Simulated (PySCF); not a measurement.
CH₇ClFNSi₂, SMILES C[Si@](F)(Cl)N[SiH3].

Geometry: PBE0-D3(BJ)/def2-SVP. The structure was generated by enumeration; whether it is a known compound was not checked. Other conformers were not sampled.

Vertical ionisation energy (IE) and electron affinity (EA) in eV. Rows of orbital energies are one-electron estimates. Where ΔSCF, EOM or ADC give a negative EA the extra electron is unbound and the value depends on the basis.

| level | IE | EA |
|---|---|---|
| −ε(HOMO), −ε(LUMO), ωB97X/def2-TZVP (PySCF) | 10.52 | -2.02 |
| −ε(HOMO), −ε(LUMO), PBE/def2-TZVP (PySCF) | [?] | [?] |

**Question.** What belongs in the gaps? (An estimate is asked for; the answer gives what the named calculation found.)

**Answer.** 
- −ε(HOMO), −ε(LUMO), PBE/def2-TZVP (PySCF), IE: 6.69
- −ε(HOMO), −ε(LUMO), PBE/def2-TZVP (PySCF), EA: 0.81
